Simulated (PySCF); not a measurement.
# BRu: energy against distance

Set-up: PySCF, spin-free X2C with a Gaussian nucleus, basis sets B x2c-TZVPPall, Ru x2c-TZVPPall. Energies in eV from B + Ru (4d7 5s1) in their ground configurations at the same level. State: ²Δ (doublet), unpaired electrons δ ↑.

All columns are revPBE. A positive dipole means B(−)Ru(+).

| R (Å) | E (eV) | μ (D) | Mulliken charge on B (basis-dependent) | HOMO (eV) | LUMO (eV) | Mayer bond order | ⟨S²⟩ |
| --- | --- | --- | --- | --- | --- | --- | --- |
| 1.460 | -3.403 | 3.45 | -0.14 | -4.17 | -3.31 | 3.17 | 0.78 |
| 1.528 | -4.252 | 3.49 | -0.13 | -4.15 | -3.28 | 3.07 | 0.79 |
| 1.596 | -4.754 | 3.51 | -0.12 | -4.13 | -3.30 | 2.97 | 0.81 |
| 1.647 | -4.958 | 3.51 | -0.12 | -4.11 | -3.36 | 2.90 | 0.84 |
| 1.698 | -5.049 | 3.50 | -0.11 | -4.09 | -3.42 | 2.83 | 0.86 |
| 1.749 | -5.049 | 3.47 | -0.09 | -4.07 | -3.47 | 2.77 | 0.90 |
| 1.817 | -4.945 | 3.40 | -0.07 | -4.05 | -3.53 | 2.68 | 0.95 |
| 1.902 | -4.696 | 3.31 | -0.05 | -4.01 | -3.60 | 2.58 | 1.03 |
| 2.004 | -4.295 | 3.18 | -0.03 | -3.97 | -3.67 | 2.45 | 1.14 |
| 2.139 | -3.684 | 3.02 | -0.03 | -3.91 | -3.75 | 2.28 | 1.28 |

A fit through these points gives, at Re = 1.723 Å, μ = 3.48 D and dμ/dR = -0.610 D/Å; the reduced mass is 9.936 u.

**Question.** How strong is the fundamental in the double-harmonic approximation, I = 42.26·(dμ/dR)²/μred km/mol?

**Answer.** I = 42.26·(-0.610)²/9.936 = 1.58 km/mol at revPBE.

The metal atom is held in its measured ground configuration; semilocal functionals can put another filling of s and d lower by some tenths of an eV, and De to that atom would be smaller. ⟨S²⟩ of the unrestricted solution departs from its pure value on part of the curve, where spin states mix. Spin–orbit coupling is left out, which matters for elements this heavy, above all for dissociation energies. With d or f electrons several states lie close, and the lowest PBE0 determinant need not be the measured ground state.
